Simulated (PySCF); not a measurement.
**Exercise with solution: entropy of an ideal gas**

W(O)2(NH2)2 (H₄N₂O₂W), SMILES [NH2][W]([NH2])(=[O])=[O], multiplicity 1.

The structure is a stationary point at r2SCAN-D4/def2-SVP. The multiplicity is an assumed one; no other spin state was optimised. The structure was generated by enumeration; whether it is a known compound was not checked. The def2 effective core potentials stand for the cores of W; spin–orbit coupling is left out. The values are those of a single conformer.

r2SCAN-D4/def2-SVP run with PySCF gives the harmonic wavenumbers 153, 205, 212, 234, 297, 324, 331, 409, 429, 629, 635, 697, 708, 980, 1011, 1504, 1507, 3553, 3557, 3659, 3659 cm⁻¹ and the rotational temperatures 0.1749, 0.1508, 0.1502 K. The molar mass is 247.88 g/mol, the symmetry number 2, the spin multiplicity 1.

**Question.** Work out the entropy at 298.15 K and 1 atm in the rigid-rotor, harmonic-oscillator model.

**Answer.** 
Translation (Sackur–Tetrode at 1 atm): S = R[1.5 ln M + 2.5 ln T − 1.16487] = 177.5 J/(mol K).
Rotation: q = (√π/σ) T^1.5/√(θA θB θC) = 72500, S = R[ln q + 3/2] = 105.5 J/(mol K).
Vibration: with u = 1.4388 ν/T, each mode gives R[u/(e^u − 1) − ln(1 − e^−u)]:
```tsv
ν (cm⁻¹)	modes	u	S (J/(mol K))
153	1	0.74	11.02
205	1	0.99	8.74
212	1	1.02	8.48
234	1	1.13	7.73
297	1	1.43	6.00
324	1	1.56	5.40
331	1	1.60	5.25
409	1	1.97	3.89
429	1	2.07	3.61
629	1	3.04	1.68
635	1	3.06	1.65
697	1	3.36	1.30
708	1	3.42	1.24
980	1	4.73	0.42
1011	1	4.88	0.37
1504	1	7.26	0.05
1507	1	7.27	0.05
```
The stiffer modes add less than 0.005 each. Sum 66.9 J/(mol K).
Spin: R ln 1 = 0.0 J/(mol K).
Total 349.9 J/(mol K); the program's own thermochemistry gives 349.9. Translation makes up 51 % and vibration 19 %. Anharmonicity, hindered rotation and orbital degeneracy are left out.
